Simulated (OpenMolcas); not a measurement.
## Ar II: effect of the IPEA shift

```json
{
  "Program": "OpenMolcas 26.06",
  "Basis": "ANO-RCC-VTZP [5s4p2d1f]",
  "Scalar Hamiltonian": "DKH2, point nucleus",
  "Active space": "7 electrons in 4 orbitals (3s 3p)",
  "State averaging": "2S+1 = 2 odd, 3 roots; 2S+1 = 2 even, 1 root",
  "Spin-orbit coupling": "RASSI with atomic mean-field integrals over the reference wave functions, term energies averaged over their components"
}
```

Methods on the same reference wave functions:
A. CASSCF
B. SS-CASPT2, IPEA 0 Eh, imaginary shift 0.1 Eh (closed shells correlated: 2s 2p)
C. SS-CASPT2, IPEA 0.25 Eh, imaginary shift 0.1 Eh (closed shells correlated: 2s 2p)

Energies in cm⁻¹ above 3s² 3p⁵ ²P°_3/2, the measured ground level; measured values from NIST Handbook of Basic Atomic Spectroscopic Data.

| Level | A | B | C | Measured |
| --- | --- | --- | --- | --- |
| 3s² 3p⁵ ²P°_3/2 | 0.0 | 0.0 | 0.0 | 0.0 |
| 3s² 3p⁵ ²P°_1/2 | 1335 | 1335 | 1335 | 1432 |
| 3s 3p⁶ ²S_1/2 | 151052 | 122762 | 127122 | 108722 |

Deviations, from unrounded energies. A percentage is the sum of absolute deviations over the sum of measured energies, with the sign that they share, or ± where signs differ.

```
                  Against measurement  Levels      A      B      C
       mean absolute deviation (cm-1)       2  21000   7100   9200
fine structure of the ground term (%)       1   -6.7   -6.7   -6.7
             other configurations (%)       1  +38.9  +12.9  +16.9
```

B lies closest to measurement on these levels and A furthest from it. The largest miss of B in the table is 3s 3p⁶ ²S_1/2, by +14000 cm-1. The ranking rests on the paired levels alone, and a cruder setting can come out closer through cancelling errors.

Between B and C the level of the table that moves most is 3s 3p⁶ ²S_1/2, by 4400 cm-1 (lowest in B, highest in C).

The lowest spin-free term lies below A's lowest term by 0.215 hartree in B, 0.210 hartree in C.

Over all roots computed the reference weight is 0.83 to 0.94 in B, 0.87 to 0.95 in C; the roots of lowest weight are the least certain, and an intruder state may touch them. Without dynamic correlation excited terms often stand tens of per cent too high (terms of higher spin than the ground term too low), and those without a measured partner can miss by more than the paired ones (holds for A). Computed and measured levels are paired by configuration, term and J; levels that our copy of the source lacks, or whose pairing is in doubt (as where it misses far off the trend of its configuration), stay unpaired and out of the deviations. Only configurations of the active space appear.

° marks odd parity.
